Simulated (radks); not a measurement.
Species: Sm+. Configuration: [Xe] 4f5 6s1 6p1 (not the ground configuration). Calculated with a radial shooting solver on a logarithmic mesh with Libxc functionals: Dirac Kohn-Sham, PBE, spin-unpolarised, spherical densities, finite nucleus; open shells fill j = l - 1/2 first; Fermi nuclear charge, rms radius 5.0819 fm.

Normalised radial functions P(r) = r R(r) (large component), r in bohr:

r,4d5/2,4f5/2
0.002053,0.0000,0.0000
0.003291,0.0002,0.0000
0.005234,0.0006,0.0000
0.008324,0.0022,0.0000
0.01324,0.0081,0.0001
0.02123,0.0279,0.0004
0.03376,0.0865,0.0021
0.05369,0.2332,0.0100
0.08539,0.5057,0.0416
0.1369,0.7644,0.1472
0.2177,0.5057,0.3970
0.3463,-0.5300,0.7789
0.5507,-1.3422,1.0437
0.8829,-0.9445,0.9181
1.404,-0.2571,0.5529
2.233,-0.0221,0.2219
3.552,-0.0004,0.0535
5.694,0.0000,0.0056
9.056,0.0000,0.0002
14.4,0.0000,0.0000

4d5/2: eigenvalue -142.65 eV, 1 radial node at r = 0.281 bohr, <r> = 0.672 bohr, 90 % of the charge inside 1.01 bohr. 4f5/2: eigenvalue -17.668 eV, 0 radial nodes, <r> = 0.911 bohr, 90 % of the charge inside 1.56 bohr.
